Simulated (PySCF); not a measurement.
**Deuteron quadrupole couplings in `C#C/C=C(/C#C)[SiH2]F`**

Species: C₆H₅FSi.
Structure used (GFN2-xTB), in Å, numbered top down from 1:
```
atom  x, y, z in Å
C1    -2.7199   -1.4689   -0.5848
C2    -1.5314   -1.2972   -0.5149
C3    -0.1374   -1.1548   -0.4561
C4     0.4947   -0.0497   -0.0104
C5     1.9029   -0.0236    0.0170
C6     3.1033    0.0311    0.0574
Si7   -0.3841    1.4992    0.6249
F8     0.4443    2.7650    0.0674
H9    -3.7582   -1.6057   -0.6447
H10    0.4322   -2.0117   -0.8015
H11    4.1510    0.0726    0.0846
H12   -1.7184    1.6389    0.0689
H13   -0.2836    1.6055    2.0745
```

Level: PBE0/pcSseg-1 (PySCF, non-relativistic); Q(2H) = 0.00286 b; rigid geometry, the same for H and D, with no vibrational averaging.

Task: Rank these positions by the coupling χzz of a deuteron there, largest first.
A. H9 (alkyne hydrogen)
B. H10 (vinylic hydrogen)
C. H13 (Si–H hydrogen)

Result: A (266 kHz), B (210 kHz), C (109 kHz).

Task: What are Vzz, η and χzz (234.96 MHz × Q × Vzz) at all hydrogens?

Result: 
| atom | bonded to | bond length (Å) | Vzz (au) | η | χzz (kHz) |
| --- | --- | --- | --- | --- | --- |
| H9 | C1 | 1.049 | 0.3951 | 0.00 | 266 |
| H10 | C3 | 1.085 | 0.3120 | 0.06 | 210 |
| H11 | C6 | 1.049 | 0.3961 | 0.00 | 266 |
| H12 | Si7 | 1.452 | 0.1651 | 0.01 | 111 |
| H13 | Si7 | 1.457 | 0.1625 | 0.01 | 109 |

Task: Average by the element that carries the hydrogen.

Result: on C: 247 kHz over 3 positions, mean bond length 1.061 Å; on Si: 110 kHz over 2 positions, mean bond length 1.455 Å.

Geometry: GFN2-xTB, one conformer, isolated molecule. GFN2-xTB bond lengths can be off by several hundredths of an ångström, more for odd bonds, and the gradients follow them. These gradients aren't converged with respect to the basis.

The run behind these numbers computed NMR shieldings as well. The run took 16 s of wall time on Intel Xeon 6975P-C, one thread (shared host), and the process peaked at 0.75 GiB of memory.
